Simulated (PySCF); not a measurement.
Computed IR spectrum (relative IR intensity) of a molecule C2H7ClSi. The structure is a stationary point at r2SCAN-D4/def2-SVP. One conformer was computed; it need not be the lowest. Computed with r2SCAN-D4/def2-SVP in PySCF. Frequencies are harmonic and unscaled.

ν (cm⁻¹): 507 (m), 612 (w), 667 (w), 723 (w), 776 (m), 853 (m), 896 (vs), 907 (s), 1255 (m), 1261 (w), 1427 (vw), 1436 (w), 2224 (s), 3140 (vw) (against the strongest line: vs over 80 %, s over 45 %, m over 15 %, w over 4 %, vw less)

Problem. Pick the molecule that these values belong to.
(A) CC[SiH2]Cl
(B) C[SiH](C)Cl
(C) [SiH3]CCCl

Solution. B, C[SiH](C)Cl
